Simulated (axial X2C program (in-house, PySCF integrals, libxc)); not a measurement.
## SnOH⁺: properties at the nuclei

Computed with an in-house all-electron X2C program for linear molecules (integrals from PySCF): two-component X2C with atomic mean-field Coulomb and Gaunt terms, Gaussian nuclei, basis Sn dyall-v3z, O dyall-av3z, H dyall-v3z with contracted cores.

Sn–O–H held linear, with bonds 1.871 and 0.961 Å (near the PBE0 minimum at charge 1 of the determinant lowest at the starting distance; the state shown can have its own minimum elsewhere, held linear; other orders of the atoms were not compared).

Input and command:
```json
{"zs": [50, 8, 1], "q": 1, "bas": ["dyall-v3z", "dyall-av3z", "dyall-v3z"], "r0": [2.03, 0.96], "symm": 0, "scan": ["PBE0", "HF", "LDA"], "levels": ["PBE0", "HF", "B3LYP"], "nst": 2}
```
```bash
python solin.py task.json out
```

Keys: zs atomic numbers; q charge; bas basis sets; r0 starting distance in Å; symm equal bonds; scan levels of the two-bond scan; levels methods; nst determinants followed.

Determinant lowest in the PBE0 search, Ω = 0 (closed shell), highest spinor 80% O p, 7% Sn p, 5% H p:

```tsv
level	qzz Sn (a.u.)	qzz O (a.u.)	qzz H (a.u.)
PBE0	-5.42	1.34	0.47
HF	-6.47	1.44	0.47
B3LYP	-5.24	1.32	0.47
```

qzz is the electric field gradient, eQq0 = 234.96 MHz × Q/barn × qzz. The operators were transformed with the bare-nucleus X2C matrices; with these basis sets, hyperfine constants and field gradients can be off by tens of per cent, and where levels differ in sign neither size nor sign is settled.

Problem. With Q(17O) = -0.02558 barn (Q from Pyykkö, Mol. Phys. 2018), turn the PBE0 values of the first state into constants in MHz.

Solution. eQq0(17O) = 234.96 × (-0.02558) × (1.34) = -8.05 MHz.

The molecule was held linear; bending was not examined, so a bent shape may lie lower.

Each state is one determinant with collinear spin. The search compared states at one distance, so a state with another bond length can lie lower.
